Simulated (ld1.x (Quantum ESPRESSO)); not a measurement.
## Before and after: ultrasoft potential for silver (Ag)

| Property | Result |
| --- | --- |
| Element | Ag |
| Generator | ld1.x (Quantum ESPRESSO) 7.5 |
| Type | ultrasoft |
| Functional | Wu–Cohen |
| Relativity | scalar-relativistic |
| Frozen core | [Kr] |
| Valence charge | 11 |
| Reference configuration | 4d9 5s0 5p0 (charge +2) |
| Partial waves | 5s (bound, empty): rcut 1.95, rcutus 2.10 bohr; 5s channel at 0.05 Ry: rcut 1.95, rcutus 2.10 bohr; 5p (bound, empty): rcut 2.45, rcutus 2.75 bohr; 5p channel at 3.8 Ry: rcut 2.45, rcutus 2.75 bohr; 4d (bound): rcut 1.90, rcutus 2.20 bohr; 4d channel at 1.35 Ry: rcut 1.90, rcutus 2.20 bohr |
| Local potential | all-electron potential smoothed inside 2.10 bohr (lloc = -1) |
| Core correction | none |
| Augmentation charge | PSQ, radius 1.60 bohr |

Change: reference 4d10 5s0 5p1.

Cutoffs: the cutoffs (Ry, on a coarse ladder) from which the occupation-weighted sum of valence levels, in a spherical-Bessel basis at the reference potential, stays within 10 and 1 mRy of its value at 400 Ry; they do not see the model core or the augmentation charge, which bear on the density cutoff. Errors are all-electron minus pseudo energies relative to the spin-unpolarised reference configuration.

**Question.** What does the change do?

**Answer.** The potential gets neither clearly harder nor softer (21 Ry and 35 Ry → 21 Ry and 35 Ry); a bound ghost appears in s, which as a rule spoils a file; the number of tests with a reliable result goes from 7 to 0 (the test run of the changed file stopped, so its transferability is not established); the range in which the s phases agree widens (upper end 0.9 → 3.4).

```tsv
quantity	base	changed
cutoff, loose	21 Ry	21 Ry
cutoff, tight	35 Ry	35 Ry
bound ghosts	none	s
tests with a reliable result	7 of 7	0 of 7 (the test run stopped)
s: phases at 2.98 bohr within 0.05 rad from the reference energy up to (Ry; the scan ends near 5)	0.9	3.4
p: phases at 2.98 bohr within 0.05 rad from the reference energy up to (Ry; the scan ends near 5)	to the end of the scan	4.6
d: phases at 2.98 bohr within 0.05 rad from the reference energy up to (Ry; the scan ends near 5)	4.2	to the end of the scan
lowest overlap eigenvalue by channel	s 0.51, p 0.80, d 0.85	s 0.53, p 0.79, d 0.13
```

 A true bound ghost makes a file unfit for plane-wave use even where its test errors are small: the radial tests pick states by their node count and pass the ghost by.
